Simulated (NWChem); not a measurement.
Molecule: CF₂, singlet; SMILES F[C]F

Low-valent species are run as closed-shell singlets; no triplet was tried in these runs.

**Question.** Give the equilibrium geometry at PBE0/def2-SVP (NWChem) as an XYZ file, with the point group.

**Answer.** point group C2v; any orientation.
```
3

F      1.0237     0.0000    -0.1971
C      0.0000     0.0000     0.5910
F     -1.0237     0.0000    -0.1971
```
